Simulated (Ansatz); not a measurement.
Ge(H)(F)2(vinyl) (C₂H₄F₂Ge), SMILES C=[CH][GeH]([F])[F].

Coordinates come from a ωB97X-D3(BJ)/def2-SVP optimisation. The values are those of a single conformer.

Two levels are set side by side: PBE/def2-SVPD (Ansatz, a program for electronic structure) and PBE0/def2-SVPD (Ansatz). Energy differences of separate SCF runs at the same geometry; the states with an electron removed or added have multiplicity 2 and 2. Differences are taken from unrounded values.

```csv
quantity,PBE0
vertical ionisation energy (eV),11.07
vertical singlet–triplet gap (eV),4.16
```

Question: What does PBE give, and how far is it from PBE0? (The exact figures need the calculation; the answer reports its results.)

Answer: 
```tsv
quantity	PBE	PBE minus PBE0
vertical ionisation energy (eV)	10.88	-0.19
vertical singlet–triplet gap (eV)	4.34	0.18
```
